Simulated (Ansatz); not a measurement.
This geometry of GaH$_{5}$NO (8 atoms, charge 0, multiplicity 2) is a first-order saddle point.

Computed with Ansatz, UKS LDA/def2-SVP.

```xyz
8
Properties=species:S:1:pos:R:3
Ga -0.020 -0.089 0.275
H 0.041 -1.397 1.487
N 1.560 0.262 -0.530
H 2.425 -0.130 -0.147
H 1.620 0.369 -1.547
H -1.384 0.515 -0.189
O 0.337 -0.197 2.191
H -0.522 -0.134 2.666
```

(1) Which two structures does it join? (They come from a converged band through this point; their orientation in space is the band's.)

(2) How far does it lie above each of them?

## Answers

(1) Bonds broken: Ga1–H2. Bonds formed: H2–N3.

Image 0:

```xyz
8
Properties=species:S:1:pos:R:3
Ga 0.010 -0.335 0.606
H -0.644 -1.777 0.476
N 1.536 -0.013 -0.418
H 2.323 0.526 -0.030
H 1.530 0.023 -1.444
H -1.033 0.648 -0.185
O 0.448 0.250 2.249
H -0.113 -0.123 2.952
```

Image 8:

```xyz
8
Properties=species:S:1:pos:R:3
Ga -0.644 -0.543 0.457
H 1.587 0.006 0.769
N 1.322 -0.217 -0.220
H 1.858 -1.026 -0.560
H 1.483 0.592 -0.837
H -1.455 0.631 -0.290
O 0.192 -0.046 2.027
H -0.286 -0.197 2.862
```

(2) 0.44 eV above the first and 1.56 eV above the second. This is the barrier of this one path; another mechanism may lie lower.

Run time: 2.8 min on 2 threads of Arm Neoverse V2 (shared host), peak memory 0.17 GiB.
